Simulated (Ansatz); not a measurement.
Input file for Ansatz (an electronic-structure program): U-PBE/def2-TZVPP on GeH4Te (SMILES [GeH3][TeH]), a point of a bond scan (R = 4.490 Å). Elements past Kr take the def2 small-core potentials; no spin–orbit coupling.

Ansatz 0.2 input:
```yaml
crystal:
  periodic: [false, false, false]
  atoms:
    - {symbol: Te, position_ang: [-0.09896076, 0.80692664, 0.65430353]}
    - {symbol: H, position_ang: [0.87630845, 3.68121399, -2.65401284]}
    - {symbol: Ge, position_ang: [0.13620165, -1.21741469, -0.93151219]}
    - {symbol: H, position_ang: [1.56045513, -1.29524723, -1.50328127]}
    - {symbol: H, position_ang: [-0.15262004, -2.45072946, -0.06258670]}
    - {symbol: H, position_ang: [-0.88257830, -1.12841585, -2.07852674]}
basis:
  gaussian:
    orbitals: def2-TZVPP
hamiltonian:
  xc: {name: PBE}
magnetization: {spin_polarized: true, initial_magnetization: 0}
```

The head of its log:

```
WARN ansatz: RAYON_NUM_THREADS=1 ignored (pool sized by the plan → 1); use --threads N
Functional definition: PBE
integrals: 0.06 GiB planned
980 factors; their error is unknown
mean field: 0.57 GiB planned
mean field evaluation 1: about -63861.0470 eV, gradient 2.2e1 eV
mean field evaluation 2: about -63850.1511 eV, gradient 3.3e1 eV
```

Q: Predict the final total energy.

A: -2346.9931 hartree. Its determinant has ⟨S²⟩ = 1.00, a mixture of spin states.
